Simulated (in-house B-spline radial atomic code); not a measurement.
Ionising Cr VI (Cr5+) with different functionals

Computed with a B-spline radial code for spherical atoms: non-relativistic Hamiltonian, point nucleus, spin-polarised at highest spin, spherical fractional occupations for the functionals, the average over the highest-spin determinants for Hartree-Fock. The ionisation energy is the difference of two self-consistent energies, [Ar] 3d1 → [Ne] 3s2 3p6, without Breit or QED terms; ε is the level of the shell that loses the electron (its least bound occupied spin orbital).

Hybrids are left out here: with spherical fractional occupations of an open shell their exact exchange keeps a self-interaction that integer-occupation calculations don't have.

| method | rung | ΔSCF (eV) | -ε(3d) (eV) |
| --- | --- | --- | --- |
| Hartree-Fock | Hartree-Fock | 89.88 | 91.04 |
| LDA VWN5 | LDA | 91.52 | 80.38 |
| LDA PW92 | LDA | 91.51 | 80.37 |
| LDA exchange-only | LDA | 89.65 | 78.59 |
| PBE | GGA | ? | ? |
| PBEsol | GGA | 91.19 | 80.07 |
| BLYP | GGA | 91.19 | 80.06 |
| RPBE | GGA | 91.13 | 80.03 |
| PW91 | GGA | 91.37 | 80.24 |
| BP86 | GGA | ? | ? |
| AM05 | GGA | 91.21 | 80.09 |
| OLYP | GGA | 91.55 | 80.46 |
| TPSS | meta-GGA | 90.96 | 79.89 |
| SCAN | meta-GGA | 90.51 | 79.62 |
| r2SCAN | meta-GGA | 90.57 | 79.70 |
| M06-L | meta-GGA | 90.44 | 79.51 |
| revTPSS | meta-GGA | 90.74 | 79.72 |

(1) What does BP86 give?

(2) What does PBE give?

(3) How do they compare with the NIST value?

Answers

(1) ΔSCF 91.28 eV, and -ε(3d) = 80.15 eV.

(2) ΔSCF 91.22 eV, and -ε(3d) = 80.10 eV.

(3) NIST lists 90.635 eV (measured, ground level to ground level). Errors run from -0.98 to +0.91 eV; r2SCAN is closest (-0.06 eV), but part of that can be cancellation, since the calculations leave out relativity, Breit-QED terms, multiplet and fine-structure energies. Hartree-Fock also lacks correlation.
